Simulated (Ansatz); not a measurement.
Program: Ansatz. Geometries: PBE0-D4/def2-TZVP. ΔE: electronic, gas phase. CBS: MP2 limit from def2 TZ/QZ plus the TZ coupled-cluster correction, frozen cores. This one scheme is used for every species. DFT in def2-TZVPP. B3LYP here is the variant with VWN-RPA as its local correlation; programs differ in this. Each species was taken in one conformer, which may not be the lowest.

`B[SiH2]C#N` + `C[SiH](O)F` → `N#C[SiH3]` + `BC[SiH](O)F`  (redistribution)

| level | ΔE (kJ/mol) |
| --- | --- |
| r2SCAN-D4 | -37.9 |
| BLYP | -33.6 |
| B3LYP | -34.6 |
| r2SCANh | -37.6 |

(1) What does CCSD(T)/CBS give? (Best estimate.)

Largest T1 diagnostic among the species: 0.013.

## Answers

(1) The calculation gave: -36.8 kJ/mol. The listed levels differ from it by -1.1, 3.2, 2.2, -0.8 kJ/mol.

Leaving LDA and LC-ωPBE aside and taking each functional with its dispersion term where it has one, the values, not all of them listed here, spread over 7.1 kJ/mol, from ωB97M-V to B97M-V. LDA lies −8.3 kJ/mol from PBE without D4. In def2-TZVPP, CCSD(T) changes the Hartree–Fock value by −3.9 kJ/mol (the triples alone add −1.4 kJ/mol) and MP2 by −9.9 kJ/mol.
